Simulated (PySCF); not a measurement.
# Computed properties of C5H7BO, SMILES C#CB1OC[C@@H]1C

C5H7BO, SMILES C(#C)B1OC[C@@H]1C. Geometry: PBE0-D3(BJ)/def2-SVP. The structure was generated by enumeration; whether it is a known compound was not checked. The values are those of a single conformer. All values are computed for the isolated molecule unless a solvent is named; none is compared with measurement here.

**Structure.** All 36 harmonic modes at PBE0-D3(BJ)/def2-SVP (PySCF) are real, so it is a minimum. With heavy atoms numbered as in [CH:1]#[C:2][B:3]1[O:4][CH2:5][C@@H:6]1[CH3:7], the shortest bond between them is C1–C2 at 1.217 Å and the longest B3–C6 at 1.589 Å.

**Vibrations.** The strongest infrared lines (harmonic, unscaled, degenerate partners summed) lie at 1406 cm⁻¹ (129 km/mol, H 43 %, B 29 %, C 14 %, O 14 %), 1014 cm⁻¹ (123 km/mol, C 46 %, O 41 %, H 10 %), 1278 cm⁻¹ (94 km/mol, H 63 %, C 21 %, B 15 %). The softest mode is at 103 cm⁻¹ and the zero-point energy is 69.9 kcal/mol.

**Electronic structure.** M06-2X/def2-TZVP (PySCF) places the frontier levels at -9.07 and -0.22 eV, a gap of 8.85 eV, and gives a dipole moment of 1.57 D and a mean polarisability of 70.8 bohr³. PBE/def2-TZVP (PySCF) at the same geometry gives -6.55 and -2.06 eV, so its gap is 4.36 eV narrower. An orbital gap is neither the optical nor the fundamental gap.

**Excitations.** TDA-M06-2X/def2-SVPD (PySCF) has S1 at 4.96 eV (250 nm, f = 0.001, dark); the most intense of the 10 singlets computed lies at 7.92 eV (f = 0.28). T1 (TDA) is at 4.76 eV, 0.20 eV under S1. TDA-PBE/def2-SVPD (PySCF) puts S1 at 4.60 eV. No vertical singlet excitation falls in the visible range (under 3.1 eV).

**NMR.** GIAO shifts at PBE0/pcSseg-1 (PySCF) (non-relativistic, atoms alike by connectivity averaged): ¹³C from 15.5 to 104.9 ppm against TMS; ¹H from 1.4 to 4.8 ppm against TMS; ¹¹B at 33.7 ppm against BF3.
